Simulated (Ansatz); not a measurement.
The same path of Al₂ClH₇Si₂ (12 atoms, charge 0, multiplicity 1) was run twice with different band settings.

Theory: RKS BLYP/def2-SVP (Ansatz).

Relaxed end points:

```xyz
12
Properties=species:S:1:pos:R:3
Al -2.488 0.463 1.338
Si -1.022 -1.505 0.887
Al 0.492 0.034 -0.289
Si 2.590 0.451 -1.554
Cl -0.727 1.915 -0.002
H -2.368 1.150 2.774
H -3.769 0.656 0.406
H -1.476 -2.584 -0.063
H -0.283 -2.179 2.015
H 2.817 1.909 -1.836
H 2.545 -0.289 -2.864
H 3.766 -0.076 -0.776
```

```xyz
12
Properties=species:S:1:pos:R:3
Al -2.523 0.450 1.253
Si -0.964 -1.484 1.015
Al 0.523 0.019 -0.243
Si 2.585 0.444 -1.564
Cl -0.765 1.872 -0.102
H -2.504 1.238 2.641
H -3.760 0.518 0.248
H -1.331 -2.661 0.147
H -0.235 -2.022 2.220
H 3.123 1.829 -1.335
H 2.273 0.296 -3.030
H 3.656 -0.553 -1.217
```

Common settings: spring 5.0 eV/Å²; optimiser quadratic models (default); start path through a guess of the saddle point; force threshold 0.03 eV/Å; iteration limit 60; end points relaxed.

| run | movable images | climbing image |
| --- | --- | --- |
| 1 | 7 | yes |
| 2 | 1 | no |

(1) What does each run give, and how far can it be trusted?

## Answers

(1) Run 1: converged after 47 iterations, highest image 0.002 eV above the first end. The top lies less than 8 meV above the higher end, about what the thresholds resolve: that end is a shoulder or a very shallow well. A vibrational analysis at the climbing image gives no mode beyond 40i cm⁻¹: the surface is too flat there to confirm a saddle point.
Run 2: converged after 12 iterations, highest image 0.108 eV above the first end. No image climbed, so the highest image needn't sit at the top of the path. Another band between the same ends, with other settings, climbed to 0.00 eV only, so this may not be the lowest route. So few images can step over the top or miss a turn of the path.
